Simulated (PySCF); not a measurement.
## Levels of Au⁶⁰⁺ from EOM-EA-GCCSD

Reference: closed-shell Au⁶¹⁺, [Ar]; one electron is added. Calculated with PySCF 2.14, two-component X2C-1e with screened spin-orbit coupling, an uncontracted even-tempered set (17 s from 6.8 bohr⁻², ratio 2.6; 14 p from 8.8 bohr⁻², ratio 2.6; 5 d from 9 bohr⁻², ratio 2.8; 3 f from 140 bohr⁻², ratio 2.8); frozen [Ne]; the 60 highest virtual spinors dropped; of the others 54 kept and the rest restored at second order. No Breit or QED terms. Binding energies in eV.

| level | Koopmans |
| --- | --- |
| 3d3/2 | 6299.1 |
| 3d5/2 | 6196.2 |

Question: How does correlation move these levels?

Answer: 3d3/2: second order 6300.4, EOM-CCSD 6300.1; 3d5/2: second order 6197.2, EOM-CCSD 6196.9.

For comparison, the ionisation energy of Au⁶⁰⁺ is 6305 ± 10 eV (theoretical estimate listed by NIST; NIST Atomic Spectra Database, ionization energies).

Only part of the computed levels is shown.
